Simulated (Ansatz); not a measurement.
Relaxation of B(IMe)F3 (C₅H₈BF₃N₂) with RKS PBE-D4/def2-SVP.

```sh
$ ansatz run in.yaml --threads 4 --pin off --events-out ev --progress --plain --max-ram 6963MiB
```

```yaml
crystal:
  periodic: [false, false, false]
  atoms:
    - {symbol: B, position_ang: [0.007320, -0.067040, -1.960240]}
    - {symbol: C, position_ang: [-0.006250, 0.027940, -0.288020]}
    - {symbol: N, position_ang: [-0.127220, 1.094390, 0.507090]}
    - {symbol: C, position_ang: [-0.297070, 2.450750, 0.060330]}
    - {symbol: C, position_ang: [-0.072700, 0.692530, 1.808890]}
    - {symbol: C, position_ang: [0.088110, -0.656550, 1.802430]}
    - {symbol: N, position_ang: [0.127900, -1.043720, 0.497220]}
    - {symbol: C, position_ang: [0.278930, -2.390420, 0.017090]}
    - {symbol: H, position_ang: [-1.258890, 2.561480, -0.440690]}
    - {symbol: H, position_ang: [-0.244660, 3.121840, 0.915010]}
    - {symbol: H, position_ang: [0.478580, 2.701670, -0.661740]}
    - {symbol: H, position_ang: [-0.147800, 1.378750, 2.627040]}
    - {symbol: H, position_ang: [0.177250, -1.349190, 2.613670]}
    - {symbol: H, position_ang: [1.052610, -2.415990, -0.749460]}
    - {symbol: H, position_ang: [0.545800, -3.044840, 0.843790]}
    - {symbol: H, position_ang: [-0.651690, -2.726670, -0.441450]}
    - {symbol: F, position_ang: [1.251330, -0.553060, -2.323250]}
    - {symbol: F, position_ang: [-0.216590, 1.175880, -2.503190]}
    - {symbol: F, position_ang: [-0.984950, -0.957730, -2.324530]}
basis:
  gaussian: {orbitals: def2-SVP}
hamiltonian: {xc: pbe, dispersion: d4}
scf: {lower_state_search: "off"}
output: {orbitals: {seedname: orbitals}}
relax: {f_tol: 0.03, max_steps: 70}
```

It took 47 s on 4 threads of Arm Neoverse V2 on a shared host.

Positions (Å) and forces (eV/Å) at steps 1, 2, 3, 4, 7, 8, 9, 10, 12, 13, 14, 15, 16, 17, 19 of 22:

```xyz
19
step=1 energy=-17095.9496 eV
B     0.007   -0.067   -1.960    0.013   -0.040    0.401
C    -0.006    0.028   -0.288   -0.001   -0.033   -2.068
N    -0.127    1.094    0.507    0.002    0.098    0.050
C    -0.297    2.451    0.060   -0.031    0.159   -0.223
C    -0.073    0.693    1.809   -0.013    0.061    0.563
C     0.088   -0.657    1.802    0.001   -0.059    0.526
N     0.128   -1.044    0.497    0.051   -0.127    0.163
C     0.279   -2.390    0.017   -0.052   -0.213   -0.183
H    -1.259    2.561   -0.441   -0.471    0.098   -0.249
H    -0.245    3.122    0.915    0.030    0.328    0.472
H     0.479    2.702   -0.662    0.358    0.148   -0.359
H    -0.148    1.379    2.627   -0.059    0.564    0.693
H     0.177   -1.349    2.614    0.076   -0.570    0.689
H     1.053   -2.416   -0.749    0.401    0.025   -0.386
H     0.546   -3.045    0.844    0.152   -0.324    0.457
H    -0.652   -2.727   -0.441   -0.451   -0.171   -0.238
F     1.251   -0.553   -2.323    0.870   -0.361   -0.078
F    -0.217    1.176   -2.503   -0.176    1.035   -0.171
F    -0.985   -0.958   -2.325   -0.701   -0.619   -0.058
19
step=2 energy=-17096.1005 eV
B     0.008   -0.067   -1.974   -0.009   -0.013    0.392
C    -0.005    0.024   -0.304    0.013   -0.041   -0.765
N    -0.127    1.096    0.505    0.009   -0.006    0.048
C    -0.300    2.463    0.048   -0.019    0.179   -0.098
C    -0.074    0.697    1.824   -0.016    0.036    0.257
C     0.087   -0.662    1.820    0.000   -0.026    0.234
N     0.128   -1.051    0.500    0.011    0.015    0.152
C     0.282   -2.407    0.011    0.001   -0.187   -0.120
H    -1.273    2.580   -0.453   -0.129    0.013   -0.056
H    -0.242    3.138    0.915    0.009    0.083    0.140
H     0.481    2.717   -0.684    0.092    0.020   -0.089
H    -0.150    1.397    2.654   -0.016    0.148    0.150
H     0.177   -1.366    2.646    0.019   -0.147    0.152
H     1.067   -2.424   -0.760    0.111    0.025   -0.098
H     0.553   -3.068    0.848    0.043   -0.083    0.127
H    -0.656   -2.748   -0.457   -0.123   -0.031   -0.057
F     1.264   -0.566   -2.327    0.318   -0.153   -0.110
F    -0.212    1.204   -2.488   -0.057    0.402   -0.155
F    -1.006   -0.958   -2.323   -0.258   -0.234   -0.103
19
step=3 energy=-17096.1222 eV
B     0.007   -0.070   -1.979   -0.013   -0.010    0.066
C    -0.003    0.021   -0.312    0.025   -0.013   -0.073
N    -0.127    1.096    0.506   -0.009   -0.022    0.000
C    -0.301    2.472    0.047   -0.007    0.061   -0.009
C    -0.078    0.700    1.834    0.000   -0.018   -0.006
C     0.084   -0.664    1.833   -0.006    0.019   -0.009
N     0.129   -1.053    0.506   -0.003    0.026    0.053
C     0.287   -2.417    0.010    0.014   -0.054   -0.036
H    -1.282    2.591   -0.449    0.001   -0.010    0.010
H    -0.236    3.147    0.920    0.001   -0.012   -0.004
H     0.479    2.724   -0.692   -0.006   -0.017    0.002
H    -0.157    1.408    2.665   -0.001    0.012   -0.018
H     0.174   -1.372    2.662    0.001   -0.012   -0.016
H     1.079   -2.423   -0.762   -0.007    0.013    0.005
H     0.560   -3.080    0.850   -0.002    0.009   -0.003
H    -0.653   -2.757   -0.463    0.003    0.014    0.007
F     1.261   -0.587   -2.345    0.022   -0.021    0.008
F    -0.200    1.215   -2.495    0.005    0.043    0.006
F    -1.024   -0.952   -2.336   -0.017   -0.007    0.015
19
step=4 energy=-17096.1232 eV
B     0.008   -0.070   -1.976   -0.011    0.001    0.058
C     0.000    0.020   -0.312    0.010   -0.003   -0.009
N    -0.127    1.096    0.505    0.003   -0.005   -0.005
C    -0.303    2.473    0.046    0.003    0.018    0.002
C    -0.079    0.701    1.834   -0.013   -0.014   -0.004
C     0.084   -0.663    1.833   -0.002    0.014   -0.005
N     0.130   -1.053    0.506    0.008    0.005    0.017
C     0.289   -2.417    0.008    0.007   -0.014   -0.009
H    -1.288    2.590   -0.444    0.003   -0.002    0.009
H    -0.232    3.147    0.918    0.001   -0.008   -0.006
H     0.473    2.722   -0.699   -0.012   -0.009    0.003
H    -0.159    1.410    2.663   -0.001    0.001   -0.015
H     0.173   -1.373    2.662    0.001   -0.001   -0.014
H     1.081   -2.419   -0.764   -0.008    0.006    0.005
H     0.562   -3.081    0.847   -0.002    0.006   -0.005
H    -0.652   -2.754   -0.466    0.006    0.006    0.005
F     1.260   -0.599   -2.341   -0.009   -0.005   -0.011
F    -0.187    1.218   -2.490    0.011   -0.009   -0.010
F    -1.032   -0.945   -2.330    0.005    0.014   -0.007
19
step=7 energy=-17096.1225 eV rejected
B     0.052   -0.069   -1.980    0.024   -0.042   -0.030
C     0.048    0.028   -0.315    0.034    0.010   -0.039
N    -0.124    1.098    0.503   -0.024   -0.009    0.007
C    -0.336    2.472    0.053   -0.074    0.317   -0.153
C    -0.119    0.696    1.831   -0.007    0.005   -0.020
C     0.063   -0.665    1.830    0.010   -0.013   -0.030
N     0.166   -1.047    0.504   -0.044    0.004    0.025
C     0.316   -2.413    0.009   -0.010   -0.048   -0.023
H    -1.409    2.623   -0.238    0.429   -0.051    0.123
H    -0.075    3.161    0.892   -0.079   -0.183   -0.304
H     0.298    2.666   -0.844   -0.263   -0.070    0.345
H    -0.234    1.403    2.658    0.000   -0.001   -0.005
H     0.137   -1.379    2.655    0.002   -0.003    0.007
H     1.062   -2.409   -0.807   -0.018    0.001    0.030
H     0.638   -3.067    0.840    0.008    0.011   -0.020
H    -0.647   -2.768   -0.407    0.028    0.010    0.019
F     1.229   -0.761   -2.344   -0.161    0.091    0.025
F     0.033    1.233   -2.509   -0.008   -0.120    0.017
F    -1.097   -0.802   -2.330    0.155    0.092    0.024
19
step=8 energy=-17096.1290 eV
B     0.035   -0.068   -1.976    0.013   -0.014   -0.041
C     0.032    0.025   -0.314   -0.020    0.004    0.005
N    -0.127    1.097    0.504    0.019   -0.002    0.011
C    -0.324    2.472    0.050    0.007    0.000    0.001
C    -0.105    0.698    1.832   -0.010    0.001   -0.012
C     0.070   -0.664    1.832   -0.006   -0.008   -0.012
N     0.150   -1.050    0.505    0.015    0.005    0.007
C     0.306   -2.415    0.008   -0.004   -0.003   -0.005
H    -1.357    2.607   -0.324   -0.003    0.003    0.010
H    -0.142    3.155    0.900    0.007   -0.002   -0.012
H     0.368    2.686   -0.782   -0.012   -0.002   -0.003
H    -0.205    1.407    2.659   -0.004   -0.003   -0.002
H     0.153   -1.377    2.658   -0.004    0.003   -0.002
H     1.068   -2.410   -0.792   -0.006    0.000    0.004
H     0.613   -3.072    0.842    0.003    0.005   -0.008
H    -0.649   -2.764   -0.428    0.009    0.001    0.008
F     1.238   -0.704   -2.345   -0.051    0.024    0.015
F    -0.048    1.230   -2.501    0.001   -0.047    0.019
F    -1.077   -0.852   -2.327    0.046    0.036    0.015
19
step=9 energy=-17096.1310 eV
B     0.051   -0.067   -1.978    0.011   -0.022   -0.009
C     0.044    0.028   -0.315    0.077    0.018   -0.011
N    -0.122    1.098    0.504   -0.069   -0.016    0.001
C    -0.330    2.472    0.052   -0.038    0.136   -0.066
C    -0.126    0.695    1.831    0.039    0.001   -0.013
C     0.057   -0.666    1.829   -0.010   -0.001   -0.018
N     0.161   -1.048    0.503   -0.045    0.004    0.024
C     0.316   -2.414    0.010   -0.004   -0.026   -0.015
H    -1.394    2.626   -0.236    0.183   -0.019    0.062
H    -0.064    3.162    0.880   -0.028   -0.079   -0.130
H     0.298    2.660   -0.842   -0.115   -0.034    0.146
H    -0.240    1.401    2.659   -0.001    0.004   -0.003
H     0.130   -1.380    2.655   -0.001   -0.005    0.001
H     1.054   -2.406   -0.812   -0.006    0.005    0.012
H     0.652   -3.064    0.837    0.006    0.006   -0.008
H    -0.648   -2.776   -0.397    0.007    0.003    0.010
F     1.233   -0.744   -2.344   -0.068    0.041    0.008
F     0.015    1.233   -2.508   -0.002   -0.055    0.003
F    -1.087   -0.812   -2.328    0.065    0.040    0.005
19
step=10 energy=-17096.1313 eV
B     0.066   -0.066   -1.977    0.013   -0.029   -0.041
C     0.057    0.030   -0.315   -0.138   -0.001    0.000
N    -0.131    1.097    0.503    0.152    0.016    0.001
C    -0.339    2.472    0.053   -0.025    0.165   -0.069
C    -0.121    0.695    1.831   -0.130   -0.018   -0.019
C     0.048   -0.667    1.829    0.036    0.005   -0.014
N     0.156   -1.049    0.503    0.059    0.011    0.011
C     0.315   -2.414    0.009   -0.012   -0.019   -0.005
H    -1.416    2.640   -0.183    0.221   -0.028    0.067
H    -0.022    3.164    0.863   -0.055   -0.098   -0.162
H     0.248    2.643   -0.873   -0.131   -0.041    0.188
H    -0.239    1.401    2.658   -0.004    0.001   -0.002
H     0.114   -1.382    2.654    0.006   -0.002    0.002
H     1.045   -2.401   -0.820   -0.009    0.003    0.013
H     0.664   -3.060    0.834    0.003    0.004   -0.011
H    -0.651   -2.783   -0.387    0.010    0.000    0.009
F     1.243   -0.753   -2.342   -0.074    0.049    0.013
F     0.041    1.233   -2.511    0.001   -0.067    0.005
F    -1.078   -0.802   -2.329    0.075    0.049    0.012
19
step=12 energy=-17096.1403 eV rejected
B     0.090   -0.066   -1.977   -0.060    0.033    0.113
C     0.041    0.036   -0.314    0.212   -0.033    0.024
N    -0.133    1.101    0.510   -0.210   -0.029   -0.065
C    -0.330    2.475    0.055   -0.011    0.102   -0.003
C    -0.178    0.686    1.834    0.191    0.019   -0.016
C     0.022   -0.673    1.825   -0.096    0.021    0.003
N     0.150   -1.046    0.499   -0.055   -0.019    0.012
C     0.320   -2.411    0.005    0.004    0.004    0.043
H    -1.410    2.721    0.030   -0.019   -0.008    0.050
H     0.190    3.171    0.740    0.005   -0.026    0.013
H     0.066    2.567   -0.973    0.004   -0.059    0.074
H    -0.306    1.384    2.666   -0.004    0.013   -0.012
H     0.084   -1.393    2.646   -0.009   -0.005    0.009
H     1.031   -2.388   -0.839    0.009    0.006   -0.009
H     0.703   -3.045    0.825    0.003   -0.006   -0.013
H    -0.648   -2.803   -0.362   -0.010    0.002   -0.004
F     1.289   -0.719   -2.312    0.042   -0.041   -0.035
F     0.046    1.230   -2.512   -0.005    0.039   -0.142
F    -1.027   -0.826   -2.346    0.010   -0.014   -0.038
19
step=13 energy=-17096.1448 eV
B     0.089   -0.068   -1.980    0.010    0.010    0.012
C     0.051    0.035   -0.315    0.013    0.001    0.001
N    -0.135    1.100    0.506   -0.001    0.000    0.004
C    -0.335    2.477    0.060   -0.005    0.035    0.002
C    -0.157    0.692    1.831   -0.013   -0.005    0.007
C     0.021   -0.669    1.826    0.014   -0.001    0.007
N     0.150   -1.046    0.501   -0.016    0.009   -0.029
C     0.316   -2.410    0.006    0.004   -0.005    0.004
H    -1.418    2.707    0.009    0.026   -0.004    0.011
H     0.154    3.168    0.773    0.003   -0.027   -0.026
H     0.096    2.579   -0.951   -0.026   -0.001    0.020
H    -0.284    1.394    2.660   -0.006    0.003   -0.003
H     0.080   -1.387    2.651   -0.001   -0.001   -0.004
H     1.035   -2.388   -0.832    0.002    0.002    0.000
H     0.688   -3.052    0.824   -0.001    0.002    0.001
H    -0.650   -2.793   -0.375   -0.002   -0.003    0.005
F     1.289   -0.720   -2.321    0.010   -0.002    0.000
F     0.033    1.222   -2.530    0.009    0.002   -0.009
F    -1.024   -0.838   -2.344   -0.019   -0.015   -0.002
19
step=14 energy=-17096.1471 eV
B     0.103   -0.069   -1.981   -0.014    0.018    0.025
C     0.053    0.039   -0.316   -0.015   -0.013   -0.001
N    -0.141    1.102    0.507   -0.022   -0.011   -0.008
C    -0.336    2.479    0.064   -0.018    0.157   -0.038
C    -0.172    0.689    1.831    0.032   -0.004   -0.003
C     0.015   -0.671    1.823   -0.051    0.005    0.003
N     0.144   -1.044    0.498    0.045    0.000   -0.001
C     0.315   -2.409    0.004    0.008    0.002    0.015
H    -1.418    2.741    0.101    0.182   -0.027    0.013
H     0.235    3.165    0.728   -0.099   -0.113   -0.134
H     0.015    2.555   -0.985   -0.064   -0.006    0.172
H    -0.308    1.389    2.661    0.002    0.005   -0.007
H     0.070   -1.391    2.645   -0.005   -0.003   -0.001
H     1.030   -2.384   -0.837    0.000   -0.001   -0.007
H     0.697   -3.045    0.823    0.001    0.001   -0.003
H    -0.651   -2.801   -0.367   -0.001    0.003   -0.002
F     1.309   -0.714   -2.309    0.032   -0.022   -0.008
F     0.044    1.216   -2.542    0.001    0.021   -0.011
F    -1.003   -0.848   -2.347   -0.013   -0.012   -0.006
19
step=15 energy=-17096.1493 eV
B     0.106   -0.069   -1.982   -0.030    0.012    0.041
C     0.047    0.039   -0.317    0.076   -0.007    0.001
N    -0.145    1.101    0.507   -0.014   -0.009   -0.017
C    -0.336    2.480    0.064   -0.020    0.130   -0.027
C    -0.174    0.689    1.832   -0.035   -0.015   -0.014
C     0.002   -0.673    1.822    0.049    0.025    0.008
N     0.145   -1.044    0.497   -0.067   -0.017    0.003
C     0.321   -2.408    0.004   -0.007    0.001    0.016
H    -1.410    2.759    0.143    0.139   -0.024    0.017
H     0.271    3.161    0.698   -0.082   -0.086   -0.102
H    -0.027    2.544   -0.998   -0.036   -0.012    0.147
H    -0.309    1.388    2.662   -0.008    0.005   -0.007
H     0.050   -1.394    2.643    0.008    0.000    0.000
H     1.036   -2.382   -0.837    0.000    0.003   -0.004
H     0.704   -3.042    0.824    0.002    0.000   -0.003
H    -0.644   -2.803   -0.367    0.000    0.000   -0.005
F     1.315   -0.712   -2.304    0.028   -0.020   -0.010
F     0.047    1.216   -2.541   -0.001    0.025   -0.034
F    -0.998   -0.850   -2.352   -0.003   -0.009   -0.012
19
step=16 energy=-17096.1534 eV
B     0.113   -0.069   -1.981    0.021   -0.001   -0.041
C     0.051    0.040   -0.318   -0.008    0.001    0.040
N    -0.152    1.101    0.505   -0.007   -0.013   -0.016
C    -0.338    2.481    0.067   -0.001    0.011   -0.006
C    -0.189    0.687    1.829   -0.006    0.003    0.002
C    -0.005   -0.673    1.821    0.006   -0.001    0.006
N     0.142   -1.044    0.496    0.008    0.004   -0.010
C     0.323   -2.408    0.005   -0.001   -0.002    0.002
H    -1.392    2.788    0.219    0.006    0.001    0.012
H     0.326    3.149    0.648    0.005    0.000   -0.007
H    -0.096    2.530   -1.009   -0.004   -0.004    0.008
H    -0.331    1.388    2.657   -0.003   -0.003   -0.002
H     0.045   -1.394    2.642   -0.003    0.001   -0.001
H     1.041   -2.380   -0.834   -0.002    0.004   -0.002
H     0.706   -3.040    0.825    0.000   -0.002    0.002
H    -0.639   -2.806   -0.370    0.000    0.001   -0.001
F     1.326   -0.710   -2.299   -0.008    0.002    0.005
F     0.055    1.215   -2.548   -0.001   -0.002    0.004
F    -0.986   -0.854   -2.356   -0.001   -0.002    0.006
19
step=17 energy=-17096.1530 eV rejected
B     0.113   -0.068   -1.980    0.020    0.003   -0.040
C     0.050    0.042   -0.318    0.018   -0.202    0.075
N    -0.152    1.100    0.505   -0.019    0.059    0.016
C    -0.338    2.481    0.066    0.001   -0.002    0.001
C    -0.189    0.687    1.829   -0.009    0.014    0.008
C    -0.005   -0.672    1.821    0.012   -0.031   -0.015
N     0.142   -1.046    0.497   -0.010    0.171   -0.065
C     0.323   -2.409    0.004   -0.003   -0.006    0.000
H    -1.391    2.788    0.220    0.003    0.001    0.013
H     0.328    3.148    0.646    0.007    0.001   -0.005
H    -0.097    2.529   -1.010   -0.004   -0.001    0.002
H    -0.331    1.388    2.657   -0.003   -0.004    0.000
H     0.044   -1.393    2.643   -0.002   -0.002    0.001
H     1.041   -2.380   -0.835   -0.001    0.003   -0.002
H     0.706   -3.042    0.824    0.001   -0.002    0.003
H    -0.639   -2.807   -0.371    0.000    0.000   -0.001
F     1.326   -0.709   -2.297   -0.007    0.001    0.004
F     0.054    1.215   -2.548   -0.001    0.002   -0.001
F    -0.986   -0.854   -2.355   -0.003   -0.004    0.005
19
step=19 energy=-17096.1548 eV
B     0.122   -0.070   -1.983    0.014   -0.007   -0.015
C     0.050    0.041   -0.318    0.008    0.002   -0.004
N    -0.162    1.100    0.504   -0.021    0.005    0.019
C    -0.338    2.483    0.069   -0.017    0.056   -0.009
C    -0.206    0.686    1.827    0.014    0.004   -0.002
C    -0.013   -0.673    1.820   -0.015   -0.010   -0.003
N     0.142   -1.043    0.495    0.006    0.005    0.007
C     0.328   -2.407    0.005    0.002    0.000   -0.007
H    -1.369    2.823    0.306    0.107   -0.021   -0.028
H     0.394    3.135    0.590   -0.066   -0.053   -0.056
H    -0.174    2.512   -1.025   -0.020    0.017    0.074
H    -0.359    1.385    2.654    0.002   -0.004    0.002
H     0.032   -1.395    2.640   -0.002    0.001    0.001
H     1.046   -2.375   -0.834    0.000   -0.001    0.002
H     0.713   -3.038    0.825    0.000    0.000    0.000
H    -0.633   -2.808   -0.371    0.000    0.001    0.003
F     1.339   -0.708   -2.293   -0.018    0.013    0.003
F     0.061    1.213   -2.553    0.000   -0.009    0.010
F    -0.974   -0.859   -2.360    0.006    0.001    0.003
```
